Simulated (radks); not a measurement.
Q: Species: F IV. Configuration: 1s1 2s2 2p3 (not the ground configuration). All-electron calculation, Dirac Kohn-Sham, revPBE, spin-unpolarised, spherical densities, finite nucleus; open shells are shared between the two j in proportion to 2j + 1; Fermi nuclear charge, rms radius 2.8976 fm. Program: a radial shooting solver on a logarithmic mesh with Libxc functionals. Some entries of the table are withheld. Estimate them.

orbital  occ.  eigenvalue (hartree)  <1/r> (bohr^-1)
1s1/2       1                   (1)            8.888
2s1/2       2                   (2)            1.767
2p1/2       1                   (3)              (4)
2p3/2       2                   (5)              (6)

A: 
(1) 1s1/2 eigenvalue (hartree): -29.94670
(2) 2s1/2 eigenvalue (hartree): -3.61598
(3) 2p1/2 eigenvalue (hartree): -2.97853
(4) 2p1/2 <1/r> (bohr^-1): 1.719
(5) 2p3/2 eigenvalue (hartree): -2.97341
(6) 2p3/2 <1/r> (bohr^-1): 1.715
